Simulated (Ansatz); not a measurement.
`CB(N)Br` + `[SiH3][SiH2]I` → `NBBr` + `C[SiH]([SiH3])I`  (redistribution)

Program: Ansatz. Geometries: PBE0-D4/def2-TZVP. ΔE: electronic, gas phase. CCSD(T)/CBS is the MP2 limit (def2-TZVPP, def2-QZVPP) plus CCSD(T) − MP2 in def2-TZVPP, frozen cores. def2 core potentials past Kr. For Br, I outer-core shells are correlated without core-valence functions, which leaves a few kJ/mol of doubt a bond. Scalar relativity is left out up to krypton. Each species was taken in one conformer, which may not be the lowest.

`CB(N)Br`:

Cartesian coordinates in Å:
```
C 0.885 -0.394 0.713
B -0.412 0.233 0.109
N -0.720 0.245 -1.242
Br -1.707 1.065 1.311
H 1.456 0.362 1.259
H 1.537 -0.835 -0.045
H 0.632 -1.170 1.441
H -1.560 0.654 -1.613
H -0.111 -0.160 -1.933
```

`[SiH3][SiH2]I`:

```xyz
8

Si   -0.585   -0.752   -0.768
Si    0.581    0.826    0.499
I     0.557    0.075    2.831
H    -0.604   -0.350   -2.201
H    -1.979   -0.844   -0.263
H     0.084   -2.071   -0.634
H     2.001    0.948    0.082
H    -0.053    2.168    0.454
```

`NBBr`:

Z-matrix (Å, degrees):
```
N
B 1 1.380
H 1 1.006 2 123.3
H 1 1.006 2 122.1 3 -180.0
Br 2 1.931 1 119.6 3 -0.0
H 2 1.190 1 122.0 3 180.0
```

`C[SiH]([SiH3])I`:

Cartesian coordinates in Å:
```
C -1.590 0.394 -0.647
Si 0.007 0.741 0.257
Si 1.346 -1.151 0.551
I 1.348 2.328 -1.060
H -1.393 -0.060 -1.620
H -2.151 1.317 -0.803
H -2.206 -0.294 -0.061
H -0.266 1.411 1.557
H 1.664 -1.733 -0.780
H 0.634 -2.177 1.365
H 2.607 -0.775 1.241
```

```json
{"level": "MP2/def2-TZVPP", "ΔE (kcal/mol)": "-0.4"}
{"level": "MP2/def2-QZVPP", "ΔE (kcal/mol)": "-0.5"}
```

(1) What does CCSD(T)/CBS give? (An estimate is asked.)

Largest T1 diagnostic among the species: 0.010.

Answers

(1) Ansatz gave: 0.0 kcal/mol. The listed levels differ from it by -0.4, -0.5 kcal/mol.

In def2-TZVPP, CCSD(T) changes the Hartree–Fock value by −1.1 kcal/mol (the triples alone add −0.3 kcal/mol) and MP2 by −1.6 kcal/mol.
